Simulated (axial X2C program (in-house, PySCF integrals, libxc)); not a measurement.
Worked dissociation energy of CoSi⁺: PBE0, spin-free

Calculated with an axial X2C code built on PySCF integrals. Spin-free means the one-electron spin-free X2C Hamiltonian. Basis: Co dyall-cv3z [9s10p6d3f2g], Si dyall-v3z [8s7p2d1f] (cores contracted in-house); Gaussian nuclei, density fitting, unrestricted open shells. Masses: Co 58.933 u, Si 27.977 u.

Molecular state: M_S = 1, Λ = 2 (beyond evenly filled blocks: σα, δ+α, δ+β, δ-α).

| Property | Result |
| --- | --- |
| E(Co+) (2M_S = 2, M_L = 2) | -1392.752873 hartree |
| E(Si) (2M_S = 2, M_L = 0) | -289.868259 hartree |
| E(CoSi⁺) at Re | -1682.730889 hartree |
| ωe | 375.1 cm⁻¹ |

(1) Work out De and D0.

One determinant describes the state; a PBE0 search over occupations chose it and may have missed a lower one. Dissociation energies refer to the lowest single-determinant-based atoms at the same level and basis. The functionals have no current-density term, which raises determinants with orbital currents, atoms included. The determinant is spin-polarised beyond a pure state at some levels (its spin-free form has ⟨S²⟩ too high), which makes Re and μ there less reliable.

Each atomic determinant is the lowest at this level and need not be a pure term. Totals compare only within one Hamiltonian and basis.

Results:

(1) De = -1392.752873 + (-289.868259) − (-1682.730889) = 0.10976 hartree = 2.987 eV. The zero-point energy is ωe/2 = 188 cm⁻¹ = 0.023 eV, so D0 = 2.963 eV.
